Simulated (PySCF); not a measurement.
A geometry optimisation, step by step.

Species: 1-ethylindane, C₁₁H₁₄.
Numbering: `[CH3:1][CH2:2][C@@H:3]1[CH2:4][CH2:5][c:6]2[cH:7][cH:8][cH:9][cH:10][c:11]21` (hydrogens: H12, H13, H14 on C1; H15, H16 on C2; H17 on C3; H18, H19 on C4; H20, H21 on C5; H22 on C7; H23 on C8; H24 on C9; H25 on C10)

Method: PBE0-D3(BJ)/def2-SVP geometry optimisation, gas phase in PySCF 2.14.0; density fitting, grid level 1; the optimiser is geomeTRIC in internal coordinates, started from a GFN2-xTB structure with every atom displaced at random (about 0.01 Å). 5 of its 9 geometries are shown. The frame can shift and turn from step to step; on so coarse a grid that alone can change the energy by a few meV, and forces under 0.02 eV/Å are noise.

Step 0: E = -11614.2398 eV, largest atomic force 2.761 eV/Å
```
atom  x, y, z in Å  |  force x, y, z in eV/Å
C1      3.206    0.849    0.378   -1.933   1.923   0.198
C2      1.702    1.143    0.124    0.728  -0.888   0.716
C3      0.804   -0.051    0.476    1.018   0.379  -0.222
C4      1.131   -1.295   -0.382   -2.717   0.084   0.483
C5     -0.254   -2.026   -0.519    0.586   1.169   0.660
C6     -1.255   -0.915   -0.316    1.012  -0.714   0.006
C7     -2.592   -0.923   -0.602   -0.949  -0.299  -0.409
C8     -3.333    0.218   -0.318   -0.740  -0.063  -0.027
C9     -2.752    1.325    0.282    0.048  -0.256  -0.319
C10    -1.396    1.316    0.565    0.036   0.142   0.146
C11    -0.655    0.193    0.268    0.315  -0.254  -0.145
H12     3.359    0.601    1.420    0.232  -0.235   0.572
H13     3.748    1.771    0.146    0.408  -0.038  -0.001
H14     3.526    0.066   -0.249    0.757  -1.323  -0.960
H15     1.397    1.996    0.728   -0.085   0.456   0.232
H16     1.550    1.420   -0.916   -0.122   0.113  -0.534
H17     0.983   -0.278    1.542   -0.033  -0.098   0.104
H18     1.857   -1.931    0.058    1.103  -0.729   0.442
H19     1.431   -0.986   -1.365    0.491   0.304  -0.865
H20    -0.388   -2.521   -1.462   -0.033  -0.529  -0.848
H21    -0.387   -2.767    0.272    0.024  -0.364   0.271
H22    -3.061   -1.807   -1.058    0.039   0.232   0.072
H23    -4.398    0.241   -0.560   -0.053  -0.010  -0.003
H24    -3.350    2.197    0.480   -0.329   0.512   0.176
H25    -0.921    2.175    1.009    0.198   0.484   0.253
```

Step 2: E = -11614.4953 eV, largest atomic force 0.112 eV/Å
```
atom  x, y, z in Å  |  force x, y, z in eV/Å
C1      3.186    0.705    0.435   -0.012  -0.049  -0.057
C2      1.712    0.996    0.200    0.023   0.033  -0.006
C3      0.797   -0.182    0.511    0.008   0.010   0.012
C4      1.054   -1.438   -0.347    0.024  -0.010   0.028
C5     -0.298   -2.158   -0.453   -0.022  -0.017  -0.026
C6     -1.296   -1.046   -0.272   -0.028  -0.023  -0.017
C7     -2.659   -1.033   -0.557    0.054   0.049   0.032
C8     -3.394    0.121   -0.283   -0.109   0.011  -0.021
C9     -2.781    1.245    0.274    0.030  -0.065  -0.021
C10    -1.415    1.228    0.560    0.031  -0.003   0.000
C11    -0.675    0.081    0.282    0.036  -0.025  -0.002
H12     3.372    0.411    1.481    0.005   0.003   0.004
H13     3.809    1.585    0.217    0.005   0.004   0.014
H14     3.543   -0.118   -0.207   -0.013   0.043   0.037
H15     1.408    1.861    0.815    0.008  -0.003   0.000
H16     1.548    1.301   -0.850    0.005  -0.013   0.010
H17     0.934   -0.444    1.580   -0.006  -0.005  -0.003
H18     1.847   -2.081    0.064   -0.010   0.025  -0.029
H19     1.380   -1.119   -1.352   -0.018   0.012   0.013
H20    -0.425   -2.699   -1.405    0.004   0.005   0.019
H21    -0.415   -2.906    0.351   -0.004   0.014   0.013
H22    -3.144   -1.910   -0.994   -0.006   0.016   0.003
H23    -4.463    0.147   -0.510   -0.010   0.000   0.001
H24    -3.371    2.141    0.481    0.003  -0.010  -0.005
H25    -0.935    2.111    0.992    0.002  -0.001   0.000
```

Step 4: E = -11614.4966 eV, largest atomic force 0.032 eV/Å
```
atom  x, y, z in Å  |  force x, y, z in eV/Å
C1      3.188    0.704    0.440    0.003   0.019   0.009
C2      1.716    0.997    0.200   -0.001  -0.009   0.015
C3      0.798   -0.181    0.509    0.000  -0.001  -0.011
C4      1.052   -1.436   -0.352   -0.015  -0.005   0.015
C5     -0.300   -2.159   -0.451    0.010   0.003   0.001
C6     -1.298   -1.047   -0.272    0.010   0.002   0.002
C7     -2.662   -1.033   -0.552    0.003  -0.008  -0.006
C8     -3.400    0.121   -0.282    0.000   0.009   0.003
C9     -2.780    1.243    0.268    0.006  -0.022  -0.006
C10    -1.412    1.226    0.552    0.004   0.019   0.005
C11    -0.673    0.078    0.279   -0.022   0.021   0.006
H12     3.370    0.409    1.486   -0.001   0.000   0.004
H13     3.813    1.585    0.229   -0.006  -0.004   0.006
H14     3.548   -0.115   -0.199    0.007  -0.018  -0.018
H15     1.411    1.861    0.815   -0.003   0.003   0.000
H16     1.555    1.302   -0.849   -0.001  -0.004  -0.010
H17     0.935   -0.446    1.577   -0.008  -0.006  -0.001
H18     1.850   -2.076    0.050    0.020  -0.013  -0.005
H19     1.370   -1.114   -1.358   -0.013   0.012  -0.014
H20    -0.429   -2.705   -1.399    0.003  -0.014  -0.006
H21    -0.414   -2.903    0.358   -0.001   0.006   0.011
H22    -3.149   -1.910   -0.985    0.002   0.001   0.001
H23    -4.470    0.147   -0.505    0.002  -0.002  -0.001
H24    -3.366    2.142    0.474    0.000   0.004   0.000
H25    -0.933    2.110    0.981    0.002   0.006   0.002
```

Step 6: E = -11614.4974 eV, largest atomic force 0.027 eV/Å
```
atom  x, y, z in Å  |  force x, y, z in eV/Å
C1      3.188    0.698    0.446    0.001  -0.007   0.002
C2      1.717    0.996    0.201    0.005   0.000   0.005
C3      0.798   -0.181    0.504    0.019   0.019   0.001
C4      1.049   -1.433   -0.360    0.013  -0.001   0.006
C5     -0.300   -2.160   -0.444   -0.011  -0.001  -0.013
C6     -1.297   -1.047   -0.269   -0.018  -0.001   0.002
C7     -2.661   -1.034   -0.547   -0.004   0.009  -0.002
C8     -3.399    0.121   -0.282   -0.013  -0.005  -0.004
C9     -2.779    1.247    0.262    0.007  -0.001   0.000
C10    -1.412    1.233    0.546    0.007  -0.006  -0.005
C11    -0.674    0.083    0.276    0.017  -0.020  -0.001
H12     3.364    0.396    1.491   -0.001  -0.004  -0.006
H13     3.815    1.580    0.245    0.005   0.005  -0.004
H14     3.550   -0.118   -0.198   -0.004   0.011   0.007
H15     1.413    1.859    0.818    0.003   0.001  -0.006
H16     1.561    1.303   -0.848    0.003  -0.001   0.005
H17     0.933   -0.451    1.572   -0.007  -0.007   0.003
H18     1.856   -2.071    0.030   -0.004   0.012  -0.010
H19     1.351   -1.106   -1.370   -0.009   0.004   0.008
H20    -0.433   -2.715   -1.386   -0.003  -0.004   0.013
H21    -0.407   -2.895    0.374   -0.002   0.007   0.004
H22    -3.149   -1.914   -0.976   -0.003  -0.002  -0.001
H23    -4.469    0.145   -0.504   -0.003   0.000  -0.001
H24    -3.366    2.146    0.463    0.002  -0.005  -0.001
H25    -0.932    2.119    0.969    0.001  -0.005  -0.002
```

Step 8: E = -11614.4982 eV, largest atomic force under 0.02 eV/Å
```
atom  x, y, z in Å  |  force x, y, z in eV/Å
C1      3.192    0.690    0.458    0.001   0.003   0.007
C2      1.724    0.994    0.207   -0.002  -0.009   0.001
C3      0.799   -0.182    0.496    0.005   0.006   0.000
C4      1.042   -1.428   -0.377    0.003  -0.002  -0.006
C5     -0.304   -2.163   -0.428    0.000   0.007  -0.006
C6     -1.301   -1.048   -0.263    0.000   0.000   0.009
C7     -2.666   -1.036   -0.538   -0.007   0.001  -0.005
C8     -3.401    0.124   -0.283    0.002  -0.004  -0.001
C9     -2.775    1.254    0.247    0.006  -0.001   0.000
C10    -1.407    1.239    0.527   -0.003   0.007   0.000
C11    -0.672    0.085    0.268   -0.004  -0.005   0.001
H12     3.360    0.371    1.500    0.000  -0.003  -0.002
H13     3.823    1.573    0.276    0.000  -0.002  -0.005
H14     3.558   -0.117   -0.196    0.001   0.001   0.000
H15     1.419    1.854    0.827    0.000   0.001  -0.001
H16     1.575    1.309   -0.842   -0.001   0.004   0.001
H17     0.930   -0.464    1.561   -0.002  -0.001   0.000
H18     1.866   -2.060   -0.012   -0.002   0.001   0.003
H19     1.311   -1.092   -1.394    0.001  -0.002   0.002
H20    -0.447   -2.743   -1.354   -0.002  -0.002   0.003
H21    -0.397   -2.877    0.411    0.002  -0.001   0.001
H22    -3.157   -1.919   -0.955    0.000  -0.001   0.000
H23    -4.471    0.149   -0.503    0.001   0.000   0.000
H24    -3.359    2.157    0.439    0.000  -0.001   0.000
H25    -0.924    2.129    0.940    0.001   0.000   0.000
```

Problem. Summarise the path.

Solution. The energy falls by 5.96 kcal/mol from step 0 to step 8; nine tenths of that is first reached at step 1. It rises by more than 0.2 meV at step 3. The largest force goes from 2.761 to under 0.02 eV/Å. Among the bonds C1–H14 changes most, from 1.053 to 1.101 Å; the atoms move by 0.077 Å rms after alignment.

Problem. Follow the three bonds and two angles with the largest change from start to end.

Solution. 
| step | E above end (kcal/mol) | largest force (eV/Å) | C1–H14 (Å) | C4–H18 (Å) | C4–C5 (Å) | C2–C1–H13 (°) | H18–C4–H19 (°) |
| --- | --- | --- | --- | --- | --- | --- | --- |
| 0 | 5.96 | 2.761 | 1.053 | 1.061 | 1.573 | 106.6 | 111.2 |
| 1 | 0.22 | 0.446 | 1.113 | 1.107 | 1.536 | 111.2 | 107.4 |
| 2 | 0.07 | 0.112 | 1.103 | 1.101 | 1.535 | 111.4 | 107.2 |
| 3 | 0.10 | 0.237 | 1.098 | 1.097 | 1.536 | 111.5 | 107.1 |
| 4 | 0.04 | 0.032 | 1.100 | 1.099 | 1.536 | 111.4 | 107.1 |
| 5 | 0.03 | 0.035 | 1.101 | 1.100 | 1.535 | 111.4 | 107.2 |
| 6 | 0.02 | 0.027 | 1.102 | 1.100 | 1.535 | 111.4 | 107.2 |
| 7 | 0.00 | under 0.02 | 1.101 | 1.100 | 1.535 | 111.4 | 107.3 |
| 8 | 0.00 | under 0.02 | 1.101 | 1.100 | 1.535 | 111.4 | 107.3 |

What follows is the cost of the whole optimisation. The run took 6.5 min wall on one thread, Intel Xeon Platinum 8259CL at 2.50 GHz (x86_64), shared host, and the process peaked at 0.98 GiB of memory.
